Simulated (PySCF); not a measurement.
Structure revision by computed shifts

A compound C$_{5}$H$_{4}$F$_{4}$O$_{2}$ gives the data below (simulated from a calculation) and was assigned the structure `O=C([C@@H]1OC[C@H]1F)C(F)(F)F`.

¹³C{¹H} NMR (computed): δ 201.1 (C, d, J = 7.0 Hz), 126.6 (C, qd, J = 349.4, 23.5 Hz), 101.7 (CH, d, J = 23.2 Hz), 94.1 (CH2), 90.0 (CH, dq, J = 244.5, 35.7 Hz).

¹H NMR (300 MHz, computed): δ 5.47 (m, 1H), 5.30 (m, 1H), 5.28 (m, 1H), 4.66 (dqd, J = 54.6, 7.3, 1.6 Hz, 1H).

PySCF 2.14.0 with density-fitted response routines calculation with coordinates at the PBE0-D3(BJ)/def2-SVP level, GIAO PBE0/pcSseg-1 shieldings and couplings computed with B3LYP/pcJ-1 (spin–dipole term only in couplings to heteroatoms); gas phase, rapidly exchanging positions averaged, non-relativistic Hamiltonian, one conformer.

Scale: ¹H and ¹³C against TMS (reference shieldings calculated alike).

Question: Compare with the shifts computed for the proposed structure, pairing carbons in order of shift.

Answer: Atoms are numbered as in `[O:1]=[C:2]([C@@H:3]1[O:4][CH2:5][C@H:6]1[F:7])[C:8]([F:9])([F:10])[F:11]` (H(Xn): hydrogen on atom n).

| atom | computed for proposal | given list | difference |
| --- | --- | --- | --- |
| C2 | 198.7 | 201.1 | -2.4 |
| C8 | 120.6 | 126.6 | -6.0 |
| C3 | 91.7 | 101.7 | -10.0 |
| C6 | 89.4 | 94.1 | -4.7 |
| C5 | 79.1 | 90.0 | -10.9 |

The rms difference is 7.5 ppm and the largest -10.9 ppm at C5 (sp3 CH2 bonded to O). The carbon types in order of shift don't match either: C, C, CH, CH, CH2 for the proposal against C, C, CH, CH2, CH in the data. The proposal doesn't fit.

Question: Which isomer fits?

Answer: `O=C1CO[C@@H]1[C@H](F)C(F)(F)F`.

1. Carbon types of the structure: 2 × C, 2 × CH, 1 × CH2, which accounts for all hydrogens.
2. δC 201.1: ketone carbonyl carbon; the double bond to the heteroatom, with no lone-pair donor beside it, deshields it most.
3. δC 126.6: CF3 carbon; 3 electronegative neighbours deshield it.
4. δC 101.7: sp3 CH bonded to O, α to a carbonyl; the inductive effect lowers its shielding.
5. δC 94.1: sp3 CH2 bonded to O, α to a carbonyl; pulled downfield by the heteroatom.

Other isomers checked: O=C([C@@H]1OC[C@@H]1F)C(F)(F)F (rms 8.1 ppm); F[C@@H]1C=CO[C@H]1OC(F)(F)F (rms 18.9 ppm).

The shifts were computed for this structure.

C–F couplings over four or more bonds (about 3 Hz to the para carbon of a fluoroarene) are left out. Common functionals overestimate the size of one-bond C–F couplings by tens of Hz; these are unscaled. Splittings below 1 Hz are ignored in the labels, and close J values are merged. Unscaled 3J(H,H) at this level run about 10 % above measured values. Shifts are as computed. Against solution values, carbons near 30 ppm lie about +2 ppm off and those near 130 ppm about +5 ppm. Of 1313 compounds with measured shifts, 239 miss one by over three times the rms of a fit or turn the order of signals round; such compounds aren't used in these exercises. Vicinal couplings across rotatable single bonds and in flexible rings belong to the one computed conformer; a conformer average would change them.
